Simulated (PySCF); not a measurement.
Ranking problems on computed properties.

Species are written as SMILES; each is one conformer at its optimised geometry, gas phase, non-relativistic unless stated; the electronic structure was computed with PySCF and density fitting.

The conformers computed, where there is a choice (atom-mapped SMILES and torsion angles):
- `[CH2:1]=[CH:2]/[CH:3]=[CH:4]/[CH:5]=[CH:6]\[C:7]#[N:8]`: C1–C2–C3–C4 180°, C3–C4–C5–C6 180°
- `[CH3:1][C:2](=[O:3])[CH2:4][P@@H+:5]([CH3:6])[CH2:7][SiH3:8]`: C1–C2–C4–P5 -179°, C2–C4–P5–C6 170°, C4–P5–C7–Si8 172°

The conformers of `CC(=O)O[SiH2]B(O)O` aren't listed.

**Question.** Rank by HOMO–LUMO gap, highest first (CAM-B3LYP/def2-SVPD at PBE0-D3(BJ)/def2-SVP geometries).
A. `C(O[SiH2]B(O)O)(=O)C`
B. `C(=C)/C=C/C=C\C#N`
C. `FC1=CCC=C1`
D. `[H]B([H])CCC`

**Answer.** A (10.21 eV), D (9.95 eV), C (8.25 eV), B (6.49 eV).

**Question.** Give the two extremes of that set in kcal/mol.

**Answer.** `C=C/C=C/C=C\C#N`: 150 kcal/mol; `CC(=O)O[SiH2]B(O)O`: 235 kcal/mol.

**Question.** Rank by static isotropic polarisability, lowest first (CAM-B3LYP/def2-SVPD at PBE0-D3(BJ)/def2-SVP geometries).
A. `CSB(SC)SC`
B. `CC(=O)O[SiH2]B(O)O`
C. `C=C(F)C#CC`
D. `ClB1C=CC=CC=C1`
E. `FC(C)=C1C=C1`
F. `FC1=CCC=C1`

**Answer.** F (56.1 au), E (59.7 au), C (65.3 au), B (79.2 au), D (101.9 au), A (115.4 au).

**Question.** Rank by lowest singlet excitation, highest first (TDDFT CAM-B3LYP/def2-SVPD at PBE0-D3(BJ)/def2-SVP geometries).
A. `CSB(SC)SC`
B. `CC(=O)C[P@@H+](C)C[SiH3]`
C. `CC(F)=C1C=C1`
D. `C(=C)(C#CC)F`
E. `FC1C=CCC=1`

**Answer.** A (5.83 eV), D (5.61 eV), E (5.22 eV), B (4.64 eV), C (4.08 eV).

**Question.** Rank by electronic spatial extent ⟨r²⟩ about the centre of nuclear charge, highest first (CAM-B3LYP/def2-SVPD at PBE0-D3(BJ)/def2-SVP geometries).
A. `C=C/C=C/C=C\C#N`
B. `ClB1C=CC=CC=C1`
C. `CC(C[P@@H+](C)C[SiH3])=O`
D. `FC1=CCC=C1`
E. `C=C(F)C#CC`
F. `CC(F)=C1C=C1`

**Answer.** C (1931 bohr²), A (1522 bohr²), B (1244 bohr²), E (772 bohr²), F (592 bohr²), D (495 bohr²).

**Question.** Rank by dipole moment, highest first (CAM-B3LYP/def2-SVPD at PBE0-D3(BJ)/def2-SVP geometries).
A. `C=C/C=C/C=C\C#N`
B. `ClB1C=CC=CC=C1`
C. `C=C(F)C#CC`
D. `CC(F)=C1C=C1`

**Answer.** A (4.73 D), B (3.60 D), D (3.04 D), C (2.33 D).

**Question.** Rank by lowest triplet excitation (Tamm–Dancoff), highest first (TDA CAM-B3LYP/def2-SVPD at PBE0-D3(BJ)/def2-SVP geometries).
A. `O=C(C)O[SiH2]B(O)O`
B. `[SiH3]C[P@H+](C)CC(C)=O`
C. `FC1C=CCC=1`
D. `CC(F)=C1C=C1`
E. `CCCB`
F. `CSB(SC)SC`
G. `C1=CB(C=CC=C1)Cl`
H. `FC(=C)C#CC`

**Answer.** A (5.55 eV), E (5.04 eV), F (4.90 eV), B (4.07 eV), H (3.45 eV), C (3.16 eV), D (3.05 eV), G (2.65 eV).
